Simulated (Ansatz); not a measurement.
Geometry optimisation, RKS r2SCAN/def2-SVP in Ansatz.

Input:

```yaml
crystal:
  periodic: [false, false, false]
  atoms:
    - { symbol: Al, position_ang: [-0.4926, 0.4361, 0.217] }
    - { symbol: "N", position_ang: [1.5089, -0.068, 1.0781] }
    - { symbol: C, position_ang: [-0.9574, 0.0484, -1.6661] }
    - { symbol: F, position_ang: [-1.0189, 1.6891, 1.1519] }
    - { symbol: H, position_ang: [0.4357, -0.7936, 1.445] }
    - { symbol: H, position_ang: [-0.4926, -1.1263, 1.4696] }
    - { symbol: H, position_ang: [2.2674, -0.5773, 0.6461] }
    - { symbol: H, position_ang: [1.8939, 0.5122, 1.8119] }
    - { symbol: H, position_ang: [-1.8194, -0.6182, -1.7448] }
    - { symbol: H, position_ang: [-1.1961, 0.9496, -2.238] }
    - { symbol: H, position_ang: [-0.1289, -0.4519, -2.1708] }
basis:
  gaussian: { orbitals: def2-SVP }
hamiltonian:
  xc: r2scan
relax:
  f_tol: 0.15
  max_steps: 25
  restrain:
    - { distance: [0, 5], at: 1.52, k: 30.0 }
    - { distance: [4, 1], at: 1.02, k: 30.0 }
    - { distance: [0, 1], at: 3.22, k: 30.0 }
    - { distance: [4, 5], at: 1.92, k: 30.0 }
```

Launched with:

```bash
$ ansatz run input.yaml --threads 2 --pin off --max-ram 3072MiB --backend cpu --events-out ev --progress --plain --runs-dir out
```

Problem. Where does it end, and by what steps?

Solution. The forces met the threshold. The restraints hold the end off the free minimum. After 10 steps the energy has fallen by 0.536 eV (the restraints' own energy left out); N2 moved furthest, 0.66 Å. Joined: Al1–H6 (2.00 → 1.54 Å), N2–H5 (1.35 → 1.02 Å).

| step | energy less start (eV) | largest force component (eV/Å) | accepted |
| --- | --- | --- | --- |
| 0 | 0.0000 | 2.309 | yes |
| 1 | -0.1185 | 5.458 | yes |
| 2 | -0.4421 | 3.993 | yes |
| 3 | -0.3272 | 1.552 | yes |
| 4 | -0.4228 | 0.843 | yes |
| 5 | -0.4549 | 0.807 | yes |
| 6 | -0.4571 | 1.515 | yes |
| 7 | -0.4787 | 1.234 | yes |
| 8 | -0.5236 | 0.783 | yes |
| 9 | -0.5316 | 0.550 | yes |
| 10 | -0.5364 | 0.515 | yes |

```xyz
11
Properties=species:S:1:pos:R:3
Al -0.980 0.221 0.288
N 1.947 -0.374 1.464
C -1.025 0.042 -1.644
F -1.071 1.746 0.971
H 1.035 -0.819 1.595
H -0.868 -0.944 1.292
H 2.215 -0.455 0.483
H 1.854 0.616 1.695
H -1.880 -0.580 -1.960
H -1.104 1.013 -2.160
H -0.122 -0.465 -2.025
```

The run took 22 s on 2 threads of Intel(R) Xeon(R) Platinum 8488C (Sapphire Rapids) (shared host), peak memory 0.17 GiB.
